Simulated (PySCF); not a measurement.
Si(H)3(NH2) (H5NSi), SMILES N[SiH3]. Geometry: ωB97X-D3(BJ)/def2-TZVP.

Computed equilibrium geometry at ωB97X-D3(BJ)/def2-TZVP (PySCF confirms it by a frequency run) as bond lengths and angles, and its point group:
point group Cs.
Atoms: Si1 N2 H3 H4 H5 H6 H7. Bonds (Å): Si1–N2 1.723, Si1–H3 1.483, Si1–H4 1.483, Si1–H5 1.491, N2–H6 1.008, N2–H7 1.008. Bond angles (°): N2–Si1–H3 108.0, N2–Si1–H4 108.0, N2–Si1–H5 115.5, H3–Si1–H4 110.6, H3–Si1–H5 107.4, H4–Si1–H5 107.4, Si1–N2–H6 120.1, Si1–N2–H7 120.1, H6–N2–H7 111.0.
